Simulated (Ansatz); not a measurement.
Relaxation of AlBrH4 (6 atoms, charge 0, multiplicity 1), to a largest force component of 0.03 eV/Å in at most 50 steps.

Theory: RKS PBE0-D4/def2-mTZVP (Ansatz).

```xyz
6
Properties=species:S:1:pos:R:3
Al -0.007 0.254 -0.052
H -0.001 0.246 1.522
H 1.379 0.306 -0.810
H -1.398 0.258 -0.802
Br 0.112 -3.020 1.453
H 0.070 -1.576 1.894
```

**Question.** Where does it end, and by what steps?

**Answer.** It converged. After 14 steps the energy has fallen by 0.259 eV; Br5 moved furthest, 0.75 Å. Joined: Al1–Br5 (3.61 → 2.80 Å).

```tsv
step	energy less start (eV)	largest force component (eV/Å)	accepted
0	0.0000	1.207	yes
1	-0.0558	0.155	yes
2	-0.0655	0.152	yes
3	-0.1117	0.316	yes
4	-0.1380	0.430	yes
5	-0.1459	0.145	yes
6	-0.1499	0.099	yes
7	-0.1590	0.231	yes
8	-0.1785	0.395	yes
9	-0.2069	0.423	yes
10	-0.2388	0.201	yes
11	-0.2328	0.959	no
12	-0.2520	0.104	yes
13	-0.2587	0.038	yes
14	-0.2594	0.019	yes
```

```xyz
6
Properties=species:S:1:pos:R:3
Al 0.003 0.166 0.007
H -0.002 0.737 1.496
H 1.374 0.095 -0.796
H -1.375 0.018 -0.775
Br 0.086 -2.470 0.947
H 0.070 -2.077 2.326
```

Whether the end is a true minimum wasn't checked by a vibrational analysis.

Time of the run: 18 s on 1 thread of Intel(R) Xeon(R) 6975P-C (Granite Rapids), with other jobs on the host, peak memory 0.15 GiB.
